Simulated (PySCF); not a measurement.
**C5H3ClN: g tensor and hyperfine couplings**

C5H3ClN (doublet state).
Structure used (GFN2-xTB), in Å, numbered top down from 1:
```
atom  x, y, z in Å
C1     1.4764   -0.9578    0.1157
C2     0.5959    0.0799   -0.0905
C3    -0.7610   -0.0333   -0.1189
C4    -2.0343   -0.0747    0.0229
Cl5   -2.8264    0.1921    1.5802
C6     1.1155    1.3865   -0.3434
N7     1.5426    2.4289   -0.5412
H8     1.1147   -1.9532    0.2971
H9     2.5370   -0.7870    0.1070
H10   -2.7515   -0.2768   -0.7572
```

The hyperfine couplings belong to this conformer and change with its torsions.

As a line formula: `C=C(/[C]=C\Cl)C#N` [radical].

Method: UKS B3LYP, pcH-1 on C Cl H N, non-relativistic, mean-field spin-orbit, GIAO in PySCF. Isolated species at its GFN2-xTB geometry, gas phase. The geometry wasn't refined by DFT: couplings that depend on bond lengths, twists or pyramidal angles can differ widely from those at the functional's own minimum. Stability of the SCF solution: not tested. ⟨S²⟩ is 0.784 where a pure state has 0.75.

```json
{
 "g1, g2, g3": "1.99982, 2.00159, 2.00290",
 "g_iso": "2.00144",
 "Form of g": "rhombic: the two nearest values differ by 42 % of g3 − g1",
 "⟨S²⟩": "0.7839 (exact 0.7500)",
 "α and β electrons": "29, 28",
 "HOMO–LUMO gap, α and β orbitals": "4.82, 4.20 eV",
 "Total energy": "-707.17745 Eh",
 "Basis functions": "215"
}
```

Isotropic coupling and dipolar principal values T1 to T3, in mT; ρ(0) is the spin density at the nucleus (MHz turned into mT with g_iso):

```tsv
atom	isotope	a_iso	of which spin–orbit	T1	T2	T3	Mulliken spin population	ρ(0) (bohr⁻³)
C1	13C	2.11	0.00	-1.86	-1.81	3.66	0.68	0.0526
C2	13C	-1.81	0.00	-1.05	0.41	0.63	-0.24	-0.0450
C3	13C	2.35	-0.01	-1.99	-1.49	3.48	0.62	0.0589
C4	13C	-0.61	0.00	-0.37	0.05	0.32	-0.09	-0.0151
Cl5	35Cl	1.05	0.02	-0.69	-0.59	1.28	0.08	0.0654
C6	13C	0.54	0.00	-0.09	-0.01	0.10	0.04	0.0133
N7	14N	-0.04	0.00	-0.16	0.05	0.10	-0.05	-0.0038
H8	1H	-1.47	0.00	-0.78	-0.08	0.85	-0.03	-0.0092
H9	1H	-1.52	0.00	-0.90	-0.03	0.93	-0.03	-0.0095
H10	1H	2.53	0.00	-0.14	-0.05	0.18	0.03	0.0158
```

The largest Mulliken spin populations are on C1 (+0.68), C3 (+0.62), C2 (-0.24) and C4 (-0.09). The positive populations add up to 1.45 and the negative ones to -0.45, together 2S = 1. The angles at C1 add up to 360.0°, so it is planar; its axial dipolar tensor and the negative couplings of its protons fit spin in a p orbital normal to that plane.

Axes: g1 points within 9° of the C2–C3 bond.

Under fast tumbling the dipolar parts average out, and these isotropic splittings remain: 1 × 1H (H10, I = 1/2, 2 lines) with 2.53 mT, 1 × 1H (H9, I = 1/2, 2 lines) with 1.52 mT, 1 × 1H (H8, I = 1/2, 2 lines) with 1.47 mT, 1 × 35Cl (Cl5, I = 3/2, 4 lines) with 1.05 mT and 1 × 14N (N7, I = 1, 3 lines) with 0.04 mT.

Main isotope only: 35Cl (natural samples also hold 24 % 37Cl, magnetic too, which adds its own pattern).

The 13C coupling of C3 (65.9 MHz) shows only in satellite lines or after enrichment, since that isotope makes up about 1.07 % of natural carbon.
